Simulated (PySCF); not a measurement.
diarsenic anion (As₂), SMILES [As]#[As] (connectivity only; charge and spin as stated), charge -1, multiplicity 2.

Geometry: r2SCAN-D4/def2-TZVPD. The spin state was assumed, not searched.

Two levels are set side by side: PBE/def2-TZVPD (PySCF) and M06-2X/def2-TZVPD (PySCF). Same geometry, gas phase. Differences are taken from unrounded values.

```tsv
quantity	PBE
α-spin orbital gap (eV)	0.05
β-spin orbital gap (eV)	2.23
```

Problem. These are the PBE values. What does M06-2X give? (The exact figures need the calculation; the answer reports its results.)

Solution. 
```csv
quantity,M06-2X,PBE minus M06-2X
α-spin orbital gap (eV),3.09,-3.04
β-spin orbital gap (eV),5.31,-3.08
```

Rough cost on one machine, each run with all the roots and properties that it gave: M06-2X against PBE about 4 times.
